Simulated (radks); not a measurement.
Values are calculated unless marked as measured or tabulated.
Zr2+, 38 electrons, occupied as [Kr] 4d2. Level of theory: scalar-relativistic Kohn-Sham, LDA (Slater exchange, VWN5 correlation), spin-polarised, spherical densities, finite nucleus; open shells are filled with parallel spins first (spin-orbit coupling, left out, can overturn this in heavy ions); Fermi nuclear charge, rms radius 4.2694 fm; hard spherical wall at 6 bohr (a radial shooting solver on a logarithmic mesh with Libxc functionals).

Radial electron density D(r) = 4 pi r^2 rho(r):

r (bohr),D(r) (e/bohr),spin D(r)
0.001873,2.159,-0.0000372
0.002458,3.466,-0.0000596
0.003227,5.484,-0.0000942
0.004202,8.405,-0.000144
0.005515,12.73,-0.000218
0.007239,18.67,-0.000319
0.009426,25.98,-0.000445
0.01237,34.61,-0.000598
0.01611,42.74,-0.000761
0.02115,48.72,-0.000944
0.02776,50.16,-0.00118
0.03614,47.04,-0.00156
0.04744,42.83,-0.00206
0.06178,43.70,-0.00166
0.08109,52.22,0.00352
0.1064,60.93,0.0224
0.1386,58.03,0.0646
0.1819,44.32,0.133
0.2388,37.17,0.198
0.3109,43.03,0.202
0.4081,44.25,0.113
0.5314,30.15,0.00679
0.6975,14.41,0.0519
0.9155,9.555,0.389
1.192,9.038,0.867
1.565,6.127,1.12
2.054,2.640,0.936
2.674,0.8400,0.520
3.51,0.1998,0.173
4.571,0.02985,0.0289

D(r) has 3 maxima, at r = 0.0260, 0.115, 0.368 bohr, and minima at 0.0526, 0.235 bohr, inside which lie 2.04, 11.06 electrons.
